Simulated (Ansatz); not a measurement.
Cl3H3Si2, SMILES `Cl[SiH2][SiH](Cl)Cl` at its PBE0-D4/def2-TZVP geometry, where that method's forces vanish. Charge 0, multiplicity 1.

| atom | x (Å) | y (Å) | z (Å) |
| --- | --- | --- | --- |
| Cl1 | 1.7593 | -1.8516 | 0.7499 |
| Si2 | 0.8795 | 0.0059 | 0.8170 |
| Si3 | -0.7640 | 0.0949 | -0.8432 |
| Cl4 | -2.1978 | -1.3088 | -0.4399 |
| Cl5 | -1.5947 | 1.9704 | -0.7946 |
| H6 | 1.9223 | 1.0333 | 0.5759 |
| H7 | 0.2639 | 0.2023 | 2.1511 |
| H8 | -0.2685 | -0.1465 | -2.2164 |

Q: For each bond, give half the difference of the two atoms' forces along it (eV/Å; positive pushes the atoms apart) under PBE-D4, r2SCAN-D4, B3LYP-D4, ωB97M-V in def2-TZVPP. (Estimate.)

A: The calculation gave: 
```
   bond  length (Å)  PBE-D4  r2SCAN-D4  B3LYP-D4  ωB97M-V
Cl1–Si2       2.056    0.20       0.06      0.25     0.14
Si2–Si3       2.338   -0.13      -0.01     -0.01    -0.03
 Si2–H6       1.484    0.08      -0.02     -0.12    -0.14
 Si2–H7       1.482    0.09      -0.01     -0.11    -0.14
Si3–Cl4       2.047    0.20       0.06      0.20     0.09
Si3–Cl5       2.052    0.20       0.06      0.20     0.09
 Si3–H8       1.480    0.08      -0.03     -0.16    -0.18
```

B3LYP here is the variant with VWN-RPA as its local correlation; programs differ in this.

Computed with Ansatz.
